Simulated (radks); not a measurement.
Results of a calculation; reference values are marked as such.
Question: The mean radii <r> (bohr) of the occupied orbitals of an atom or ion are listed with their occupations. Level of theory: Dirac Kohn-Sham, BP86, spin-unpolarised, spherical densities, finite nucleus; Fermi nuclear charge, rms radius of each element as measured or else 0.836 A^(1/3) + 0.57 fm (a radial shooting solver on a logarithmic mesh with Libxc functionals).

| orbital | occ. | <r> |
|---|---|---|
| 1s1/2 | 2 | 0.02722 |
| 2s1/2 | 2 | 0.1167 |
| 2p1/2 | 2 | 0.09845 |
| 2p3/2 | 4 | 0.1041 |
| 3s1/2 | 2 | 0.3138 |
| 3p1/2 | 2 | 0.3040 |
| 3p3/2 | 4 | 0.3155 |
| 3d3/2 | 4 | 0.2865 |
| 3d5/2 | 6 | 0.2901 |
| 4s1/2 | 2 | 0.7395 |
| 4p1/2 | 2 | 0.7720 |
| 4p3/2 | 4 | 0.8001 |
| 4d3/2 | 4 | 0.9100 |
| 4d5/2 | 6 | 0.9211 |
| 5s1/2 | 2 | 1.831 |
| 5p1/2 | 2 | 2.065 |

Name the element and its charge. Open shells, if any, fill j = l - 1/2 first.

Answer: Z = 53, iodine, charge +3: I3+ in [Kr] 4d10 5s2 5p2. The 1s radius gives Z: for a bare nucleus <r> = (2 gamma + 1)/(2Z) with gamma = sqrt(1 - (Z/c)^2), 0.02683 bohr for Z = 53, and screening makes it slightly larger (0.02722 here). The occupations add up to 50, and the charge is Z minus that.
